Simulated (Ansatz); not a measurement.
Reaction (hydrogenolysis of a C–Br bond): `OC(O)(Br)I` + H₂ → `OC(O)I` + HBr

Gas-phase electronic energies from Ansatz, PBE0-D4/def2-TZVP geometries. CBS: MP2 limit from def2 TZ/QZ plus the TZ coupled-cluster correction, frozen cores. This one scheme is used for every species. Functionals use def2-TZVPP. Elements past krypton have def2 core potentials. For Br, I outer-core shells are correlated without core-valence functions, which leaves a few kJ/mol of doubt a bond. Scalar relativity is left out up to krypton. Each species was taken in one conformer, which may not be the lowest.

| level | ΔE (kJ/mol) |
| --- | --- |
| r2SCAN-D4 | -80.4 |
| BHLYP-D4 | -95.6 |
| BHLYP | -108.1 |
| HF/CBS(def2) | -125.7 |

**Question.** What does CCSD(T)/CBS give? (An estimate is asked.)

**Answer.** Ansatz gave: -84.2 kJ/mol. The listed levels differ from it by 3.8, -11.4, -23.9, -41.5 kJ/mol.

Largest T1 diagnostic among the species: 0.010.

The D4 term adds +13.2 kJ/mol with B3LYP and +6.7 kJ/mol with PBE0; it sums over pairs of atoms, weighted by their polarisabilities, and B3LYP, whose exchange is more repulsive, gets the larger term. From PBE to PBE0 (25 % exact exchange), in def2-TZVPP and without D4, ΔE moves by −10.1 kJ/mol. In def2-TZVPP, CCSD(T) changes the Hartree–Fock value by +36.5 kJ/mol (the triples alone add +8.9 kJ/mol) and MP2 by +48.1 kJ/mol.

B3LYP here is the variant with VWN-RPA as its local correlation; programs differ in this.
